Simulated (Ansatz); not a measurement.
Br$_{2}$H$_{2}$InN, SMILES `[NH2][In]([Br])[Br]`. Total charge 0; spin multiplicity 1. In takes the def2 core potential.

Z-matrix (Å, degrees):
```
N
In 1 2.002
H 1 1.010 2 115.9
H 1 1.010 2 115.9 3 130.9
Br 2 2.449 1 120.7 3 -158.7
Br 2 2.449 1 120.8 3 27.8
```

Task: What are the harmonic wavenumbers in cm⁻¹ at PBE0-D4/def2-TZVP (Ansatz, finite differences of forces, unscaled)? (Estimate.)

Result: Ansatz gave: 63, 98, 105, 236, 270, 287, 428, 630, 802, 1546, 3562, 3669.

Task: Is this a minimum?

Result: Yes, all 12 modes are real.

Task: Give the ideal-gas thermochemistry at 298.15 K and 1 bar (rigid rotor, harmonic oscillator; point group Cs, symmetry number 1).

Result: Zero-point energy 70.0 kJ/mol; H(298) − E = 90.9 kJ/mol; entropy 379.9 J/(mol·K), of which translation 179.6, rotation 126.7, vibration 73.6; G(298) − E = -22.4 kJ/mol. Modes under 100 cm⁻¹ are hindered rotations or soft bends, so the harmonic entropy is rough.
